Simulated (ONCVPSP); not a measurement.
**Pseudopotentials across the periodic table**

Generated with ld1.x 7.5 (TM, RRKJ, ultrasoft, PAW), atompaw 4.2 or ONCVPSP 4.0.1. The cutoff is in Ry: for ld1.x and atompaw files where the sum of valence levels is converged to 10 mRy in a Bessel basis, for ONCV files where the hardest occupied wave has 1 mHa per electron of residual kinetic energy. The error is the largest all-electron minus pseudo excitation energy over each file’s own four to seven test configurations (ionisations up to +4, promotions, holes and added fractions of an electron), all of which were solved. The labels leave out finer settings (local radius, basis sizes, second energies), which also bear on the numbers. Spin-polarised tests are not counted. The rows are a selection from randomly drawn settings: files with unsolved tests, undetermined cutoffs or missed reference levels are left out.

| element | potential | cutoff (Ry) | largest error (meV) | bound ghosts |
| --- | --- | --- | --- | --- |
| Cu | ONCV, LDA (Perdew-Wang 92), scalar-relativistic, rc 1.00/1.05/1.55 (spd), local smoothed, core correction yes, reference 3s2 3p6 3d10, qcut 13.7/14.3/8.7, projectors 3/2/1 | 126 | -512 | none |
| Cu | ONCV, PBE, scalar-relativistic, rc 0.85/0.70/1.10 (spd), local smoothed, core correction yes, reference 3s2 3p6 3d9, qcut 15.8/11.6/12.2, projectors 3/2/2 | 226 | +14 | none |
| Mo | ONCV, PBE, scalar-relativistic, rc 1.80/2.10/1.55 (spd), local smoothed, core correction no, reference 4s2 4p6 4d5, qcut 6.4/7.3/5.3, projectors 3/2/2 | 88 | +5.7 | none |
| Pt | ONCV, PBE, scalar-relativistic, rc 1.35/1.35/2.00/2.20 (spdf), local smoothed, core correction yes, reference 5s2 5p6 5d9 6s1, qcut 6.7/10.6/6.7/4.5, projectors 2/1/2/1 | 176 | +30 | none |

(1) Fill in the row for F: ONCV, LDA (Perdew-Zunger), non-relativistic, rc 0.40/1.15 (sp), local smoothed, core correction no, reference 1s2 2s1.75 2p5.25, qcut 32.1/12.6, projectors 3/2.

(2) Fill in the row for Ga: ONCV, PBE, scalar-relativistic, rc 0.90/1.30/0.75 (spd), local smoothed, core correction yes, reference 3s2 3p6 3d10 4s2 4p0.5, qcut 17/8.6/24.7, projectors 2/2/1.

(3) Fill in the row for Se: ONCV, revPBE, scalar-relativistic, rc 1.05/1.00/1.10 (spd), local smoothed, core correction yes, reference 3s2 3p6 3d10 4s2 4p3, qcut 9.5/15/16.9, projectors 2/2/2.

Answers

(1) cutoff 831 Ry, largest error +386 meV, bound ghosts: none.

(2) cutoff 396 Ry, largest error -9.3 meV, bound ghosts: none.

(3) cutoff 205 Ry, largest error -4.9 meV, bound ghosts: none.
